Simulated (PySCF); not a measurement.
r2SCAN on Sb⁻ (antimony, charge -1), [Kr] 4d10 5s2 5p4, high-spin 3P determinant. Computed with PySCF 2.14 in aug-cc-pV5Z-PP with ECP28MDF (8s8p6d4f3g2h, 139 functions), with scalar relativity through the core potential.

```
cycle= 1 E= -240.344484416899  delta_E= -0.0102  |g|= 0.0239  |ddm|= 1.25
cycle= 2 E= -240.344553972795  delta_E= -6.96e-05  |g|= 0.0275  |ddm|= 0.202
cycle= 3 E= -240.345207365016  delta_E= -0.000653  |g|= 0.00684  |ddm|= 0.119
cycle= 4 E= -240.345228211959  delta_E= -2.08e-05  |g|= 0.0019  |ddm|= 0.0208
cycle= 5 E= -240.345238950808  delta_E= -1.07e-05  |g|= 0.00043  |ddm|= 0.0146
cycle= 6 E= -240.345240188301  delta_E= -1.24e-06  |g|= 0.00012  |ddm|= 0.00681
cycle= 7 E= -240.345240288063  delta_E= -9.98e-08  |g|= 2.57e-05  |ddm|= 0.00243
cycle= 8 E= -240.345240292931  delta_E= -4.87e-09  |g|= 3.06e-06  |ddm|= 0.000794
cycle= 9 E= -240.345240292986  delta_E= -5.53e-11  |g|= 7.02e-07  |ddm|= 0.000114
converged SCF energy = -240.345240292986  <S^2> = 2.0176899  2S+1 = 3.0117702
```

Highest occupied orbital energy: 1.269 eV; ⟨L²⟩ = 2.05; populations by l: s 4.00, p 10.00, d 10.00, f 0.00.

Can this result be used?

With care. The calculation finished and met its thresholds. Energies and moments cover only the electrons outside the core potential. At r2SCAN the highest occupied level has a positive energy, so only the finite basis holds that electron; in a semilocal or global hybrid functional this comes from self-interaction and does not mean that the real anion is unbound.
